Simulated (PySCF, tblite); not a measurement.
Isomers of C3H6OSi. Computed with GFN2-xTB (tblite): harmonic, unscaled wavenumbers at the GFN2-xTB geometry, gas phase. Against measured fundamentals such values can be off by several per cent, at times by over 20. Modes of hydrogen on silicon can be 10 to 20 % off. One conformer each.

Electronic energies: PBE0/pcSseg-1 single points on the GFN2-xTB geometries (PySCF, gas phase).

```csv
SMILES,"electronic energy, lowest = 0 (kJ/mol)"
C=CC(=O)[SiH3],26.6
O[SiH2]C1C=C1,68.1
C=C[SiH2]C=O,40.9
C=C([SiH3])C=O,0.0
```

Problem. How do GFN2-xTB zero-point energies change the relative energies?

Solution. 
```json
{"SMILES": "C=C([SiH3])C=O", "ZPE (kJ/mol)": "192.5", "of it from modes above 1550 cm⁻¹": "114.4", "electronic (kJ/mol)": "0.0", "with ZPE, lowest = 0 (kJ/mol)": "0.0", "lowest mode (cm⁻¹)": "103", "rings": "0"}
{"SMILES": "C=CC(=O)[SiH3]", "ZPE (kJ/mol)": "193.5", "of it from modes above 1550 cm⁻¹": "116.4", "electronic (kJ/mol)": "26.6", "with ZPE, lowest = 0 (kJ/mol)": "27.6", "lowest mode (cm⁻¹)": "64", "rings": "0"}
{"SMILES": "C=C[SiH2]C=O", "ZPE (kJ/mol)": "195.8", "of it from modes above 1550 cm⁻¹": "118.4", "electronic (kJ/mol)": "40.9", "with ZPE, lowest = 0 (kJ/mol)": "44.3", "lowest mode (cm⁻¹)": "38", "rings": "0"}
{"SMILES": "O[SiH2]C1C=C1", "ZPE (kJ/mol)": "197.5", "of it from modes above 1550 cm⁻¹": "115.4", "electronic (kJ/mol)": "68.1", "with ZPE, lowest = 0 (kJ/mol)": "73.1", "lowest mode (cm⁻¹)": "29", "rings": "1"}
```

The zero-point energies span 5.0 kJ/mol, from `C=C([SiH3])C=O` to `O[SiH2]C1C=C1`. The order is unchanged.

Problem. And how do the electronic energies of GFN2-xTB itself compare?

Solution. `C=C([SiH3])C=O` 0.0; `C=CC(=O)[SiH3]` 13.5; `C=C[SiH2]C=O` 85.4; `O[SiH2]C1C=C1` 6.9 kJ/mol, lowest = 0. Against the energies above, taken from the same isomer `C=C([SiH3])C=O`, the largest difference is 61.2 kJ/mol.

Problem. What do entropy and thermal enthalpy add at 298.15 K and 1 bar (rigid rotor, harmonic oscillator, one conformer each)?

Solution. 
| SMILES | point group | symmetry number | S (J/(mol K)) | H − H(0) (kJ/mol) | ZPE + H − H(0) − TS (kJ/mol) |
| --- | --- | --- | --- | --- | --- |
| C=C([SiH3])C=O | Cs | 1 | 340.0 | 20.87 | 112.0 |
| C=C[SiH2]C=O | C1 | 1 | 359.0 | 21.91 | 110.7 |
| O[SiH2]C1C=C1 | Cs | 1 | 342.2 | 20.61 | 116.1 |

Not tabulated: `C=CC(=O)[SiH3]` (point group not settled).
